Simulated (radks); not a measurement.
The mean radii <r> (bohr) of the occupied orbitals of an atom or ion are listed with their occupations. Method: scalar-relativistic Kohn-Sham, LB94 model potential, spin-polarised, spherical densities, finite nucleus; Fermi nuclear charge, rms radius of each element as measured or else 0.836 A^(1/3) + 0.57 fm; computed with a radial shooting solver on a logarithmic mesh with Libxc functionals.

| orbital | occ. | <r> |
|---|---|---|
| 1s down | 1 | 0.01742 |
| 1s up | 1 | 0.01742 |
| 2s down | 1 | 0.07351 |
| 2s up | 1 | 0.07351 |
| 2p down | 3 | 0.06612 |
| 2p up | 3 | 0.06612 |
| 3s up | 1 | 0.1899 |
| 3s down | 1 | 0.1897 |
| 3p up | 3 | 0.1905 |
| 3p down | 3 | 0.1903 |
| 3d up | 5 | 0.1724 |
| 3d down | 5 | 0.1723 |
| 4s up | 1 | 0.4088 |
| 4s down | 1 | 0.4092 |
| 4p up | 3 | 0.4288 |
| 4p down | 3 | 0.4295 |
| 4d up | 5 | 0.4400 |
| 4d down | 5 | 0.4409 |
| 4f up | 5 | 0.4294 |

Name the element and its charge. Open shells, if any, are filled with parallel spins first.

Answer. Z = 77, iridium, charge +26: Ir26+ in [Kr] 4d10 4f5. The 1s radius gives Z: for a bare nucleus <r> = (2 gamma + 1)/(2Z) with gamma = sqrt(1 - (Z/c)^2), 0.01724 bohr for Z = 77, and screening makes it slightly larger (0.01742 here). The occupations add up to 51, and the charge is Z minus that.
